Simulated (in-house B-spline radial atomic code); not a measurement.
# RPA and G0W0 on LDA exchange-only: Rb⁷⁺

Configuration [Ar] 3d10 4s2, mean-field start LDA exchange-only. Computed with an all-electron radial atomic-structure program (B-spline basis): all electrons, non-relativistic, point nucleus, each spin shell either full or empty, empty states to l = 9 with an (l + 1/2)⁻⁴ tail; G0W0 by contour deformation at full frequency.

Without relativity these are model numbers: it shifts the levels of so heavy an element strongly and can reorder them.

Command:
```bash
python run_gw.py task.json out
```
Settings (radii: box in bohr, nucleus in fm):
```
Z                        37
electrons                30
configuration            [Ar] 3d10 4s2
hamiltonian              nr
method                   lda,
lmax                     9
spin_polarised           False
box_radius               8.41
intervals                50
ion_configuration        [Ar] 3d10 4s1
```

Run time, properties included: 5.3 s on 1 thread of Arm Neoverse N1, with other jobs on the host.

Energies (hartree):

```csv
term,value
mean-field total,-2919.59463
Hartree-Fock functional on these orbitals,-2924.85309
direct second order,-2.6126
second-order exchange,0.76166
SOSEX correction,0.70071
```

(1) What is the RPA correlation energy, and what remains with SOSEX?

Quasi-particle levels (eV):

```tsv
level	occupied	mean field	Σx - vxc	Σc	QP weight	G0W0
4s	yes	-122.37	-6.61	?	?	?
3d	yes	-212.82	-25.05	3.85	0.938	-234.02
4p	no	-104.10	7.55	-1.92	0.963	-98.48
```

G0W0 = mean field + (Σx - vxc) + Σc, with Σc (partial-wave tail included) taken at the quasi-particle energy. Only the outer levels were computed. Levels of low weight are left out.

(2) Where does G0W0 put 4s?

(3) What does it cost to remove one electron (to [Ar] 3d10 4s1) by differences of total energies, each species on its own start (correlation terms add to the Hartree-Fock functional)?

Answers

(1) RPA gives -2.3013 hartree (-2.09 eV per electron); RPA + SOSEX gives -1.6006, and the second-order doubles -1.851 hartree (no singles). RPA lacks exchange-type terms and so overcorrelates at short range.

(2) At -131.60 eV, with Σc = -2.63 eV and a quasi-particle weight of 0.967. The tabulated removal energy is 132.79 ± 0.25 eV (NIST, semi-empirical); the calculation leaves out relativity, Breit and QED terms, and what these don't explain is the method's own error.

(3) LDA exchange-only 129.96 eV, Hartree-Fock functional 128.48 eV, + RPA 131.37 eV, + RPA + SOSEX 130.69 eV, + second order 131.70 eV. Tabulated: 132.79 ± 0.25 eV (NIST, semi-empirical); the calculation leaves out relativity, Breit and QED terms, and what these don't explain is the method's own error.
